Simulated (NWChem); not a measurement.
# CH4ClFSi; SMILES [SiH](C)(F)Cl

```xyz
8

Si    -0.1061     0.4092    -0.3738
C      1.3521     1.3698     0.2713
F     -1.4602     0.9373     0.3224
Cl     0.1115    -1.5958     0.1024
H     -0.2865     0.4932    -1.8395
H      1.2486     2.4343     0.0303
H      2.2839     1.0064    -0.1758
H      1.4341     1.2715     1.3590
```
Atoms are numbered in this order, from 1.

Program: NWChem. Geometry optimised at B3LYP/6-31G*; all other runs use it. Pople sets run with spherical d functions.

```tsv
quantity	level	value
dipole in solution (D) in water	B3LYP/6-31G*, SMD	2.99
−ε(HOMO) (eV)	PBE/def2-SVP	7.38
vertical, lowest state with f > 0.02, singlet (eV)	CAM-B3LYP/def2-SVPD, TDA	8.24
anisotropy (bohr³), static	CAM-B3LYP/def2-SVPD	11.9
dipole (D)	B3LYP/6-31G*	2.42
highest harmonic frequency (cm⁻¹)	B3LYP/6-31G*	3139
```
